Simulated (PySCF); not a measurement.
Can point charges reproduce the dipole moment of `CC(C)(C=O)[SiH2][SiH2]S`?

Coordinates (GFN2-xTB, Å) and charges (e) from the PBE0/pcSseg-1 density (PySCF):

```
atom       x       y       z  Mulliken      IAO  Hirshfeld  ESP-fitted
  C1  -2.062   1.096  -0.696   -0.1593  -0.4191    -0.1182     -0.5201
  C2  -0.955   0.118  -0.337   -0.8337  -0.2496    -0.0671     +0.3697
  C3  -1.245  -0.554   1.010   -0.1498  -0.4062    -0.1126     -0.4627
  C4  -0.750  -0.904  -1.375   +0.3976  +0.2691    +0.1413     +0.3409
  O5   0.143  -1.728  -1.353   -0.4053  -0.4024    -0.1741     -0.4568
 Si6   0.793   0.967  -0.217   +0.3650  +0.4380    +0.2425     -0.0117
 Si7   2.262  -0.831  -0.232   +0.3122  +0.4349    +0.2068     +0.3129
  S8   4.167  -0.025   0.469   -0.4202  -0.3628    -0.1885     -0.4506
  H9  -2.116   1.889   0.045   +0.1287  +0.1489    +0.0475     +0.1529
 H10  -1.876   1.551  -1.666   +0.1218  +0.1427    +0.0417     +0.1112
 H11  -3.031   0.598  -0.729   +0.1190  +0.1386    +0.0414     +0.1171
 H12  -0.508  -1.322   1.228   +0.1347  +0.1513    +0.0404     +0.1475
 H13  -2.229  -1.023   0.990   +0.1210  +0.1420    +0.0432     +0.1176
 H14  -1.237   0.181   1.811   +0.1302  +0.1457    +0.0457     +0.1144
 H15  -1.432  -0.868  -2.243   +0.0919  +0.1133    +0.0510     +0.0267
 H16   0.705   1.831   0.973   -0.0348  -0.0961    -0.0688     -0.0205
 H17   0.881   1.888  -1.361   -0.0271  -0.0939    -0.0718     -0.0328
 H18   2.721  -1.322  -1.522   -0.0136  -0.0807    -0.0679     +0.0139
 H19   1.997  -1.911   0.719   -0.0179  -0.1024    -0.0754     -0.0795
 H20   3.766   0.378   1.664   +0.1396  +0.0888    +0.0431     +0.2099
```

Q: What dipole does each set of charges give (1 e·Å = 4.803 D), and what does the density give?

A: The full density gives (-4.73, 1.37, 0.52) D, 4.95 D in size; dipole vectors point from the negative to the positive end.

```csv
scheme,μx,μy,μz,size (D),share of the full size (%),angle to the full dipole (°)
Mulliken,-4.27,1.87,0.80,4.73,96,8
IAO,-3.90,1.97,0.04,4.37,88,12
Hirshfeld,-3.09,0.96,-0.20,3.24,66,10
ESP-fitted,-4.72,1.33,0.55,4.94,100,1
```

Q: Which set comes closest?

A: Length of the difference vector: ESP-fitted 0.05 D, Mulliken 0.74 D, IAO 1.13 D, Hirshfeld 1.83 D. Closest: ESP-fitted. 

Q: What is left for the Hirshfeld atoms' own dipoles?

A: The Hirshfeld atoms' densities add up to the full density, so μ = Σ q r + Σ (atomic dipoles). The atomic dipoles sum to (-4.73, 1.37, 0.52) − (-3.09, 0.96, -0.20) = (-1.64, 0.41, 0.72) D, 1.83 D in size.

Q: With the origin at the mean of the coordinates, (0.000, 0.001, -0.141) Å, which are the largest single terms, by size, of the Hirshfeld dipole along the direction of the full one?

A: S8 +3.55, Si7 -2.38, C1 -1.26, H18 +1.01, H19 +0.85 D; all 20 atoms together +3.20 D. The single terms depend on the origin, their sum doesn't.

Q: Give the size of the full dipole in other units.

A: 4.95 D = 1.947 au = 1.030 e·Å = 16.51 × 10⁻³⁰ C·m.

Geometry: GFN2-xTB, one conformer, isolated molecule.

The run behind these numbers computed NMR shieldings as well. Time: 3.1 min wall, 2.6 min CPU; peak memory 0.89 GiB. Hardware: one thread, Intel Xeon at 2.50 GHz (x86_64), on a shared host.

The values belong to the conformer `[CH3:1][C:2]([CH3:3])([CH:4]=[O:5])[SiH2:6][SiH2:7][SH:8]`: C1–C2–C4–O5 174°, C1–C2–Si6–Si7 -165°, C2–Si6–Si7–S8 -164°, H–S8–Si7–Si6 61°.
